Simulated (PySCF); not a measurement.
The numbers are results of PBE-D3(BJ)/def2-TZVP // PBE0-D4/def2-SVP (PySCF 2.14.0), not measurements. Isolated molecules, 0 K electronic values unless said otherwise. One relaxed conformer stands for a flexible species; it need not be the lowest. Excitations are Tamm–Dancoff values on a coarser integration grid. The basis has no diffuse functions, so Rydberg states are missing or too high.

Reference species (SMILES): `N(C)(C)B(N(C)C)N(C)C` (neutral, multiplicity 1).

```json
{
 "HOMO–LUMO gap": "4.64 eV",
 "S1–T1 gap (TDA)": "0.06 eV",
 "HOMO": "-4.61 eV",
 "S1 excitation (TDA)": "4.65 eV"
}
```

Changed species: `N(C)(BN(C)C)C` (C–N–B–N torsion -16°, N–B–N–C torsion -16°) (1 of 3 N(CH3)2 replaced by H; the reference has 0 of 3 N(CH3)2 replaced by H).

**Question.** What does the change do to the HOMO–LUMO gap, S1–T1 gap (TDA), HOMO and S1 excitation (TDA)?

**Answer.** the HOMO–LUMO gap increases by 0.27 eV, to 4.91 eV; the S1–T1 gap (TDA) rises by 0.20 eV, to 0.26 eV; the HOMO decreases by 0.05 eV, to -4.66 eV; the S1 excitation (TDA) rises by 0.27 eV, to 4.92 eV.
